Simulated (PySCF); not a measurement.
Coordinates in bohr (charge 0 multiplicity 1):
```
Zn    0.0000    0.0000    0.0000
I     0.0000    0.0000    4.5807
I     0.0000    0.0000   -4.5807
```

All numbers come from PBE0 in PySCF with Zn def2-SVP, I def2-SVP with ECP28; scalar-relativistic core potentials, no spin–orbit coupling; density-fitted integrals.

This geometry of ZnI₂ is a stationary point at this level.

Q: What is the point group?

A: D∞h.

Q: Is it a minimum?

A: Yes: all harmonic wavenumbers are real.

Q: What are the dipole moment and the gap between the highest occupied and lowest empty levels?

A: 0.00 D and 5.87 eV.

Q: What is the atomisation energy, with and without zero-point energy?

A: 489 kJ/mol without, 485 kJ/mol with.
